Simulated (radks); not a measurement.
Task: Charge is removed step by step from the 3d5/2 level of the cobalt ion Co+, starting from [Ar] 3d(3/2: 4, 5/2: 4). Code: a radial shooting solver on a logarithmic mesh with Libxc functionals. Model: Dirac Kohn-Sham, BLYP, spin-unpolarised, spherical densities, point nucleus. At the starting occupation the eigenvalue is -12.211 eV. Estimate the energy to remove one whole electron from this level, the eigenvalue at the end, and how far E(n) bends from a straight line.

Result: Delta-SCF 19.290 eV; final eigenvalue -26.981 eV; the deviation from the straight line is -1.849 eV at 0.5 electron removed, the largest on the grid computed. Slater's transition state (half an electron removed) gives 19.138 eV. Integrating minus the eigenvalue over the occupation (Janak's theorem) gives 19.290 eV. The mean slope of the eigenvalue, de/dn, is 14.8 eV per electron. Ionisation energy of Co+ in the NIST Atomic Spectra Database: 17.084 eV (measured).

Beside tabulated values, note that spin-unpolarised runs miss the spin-polarisation part of the exchange energy of open shells.
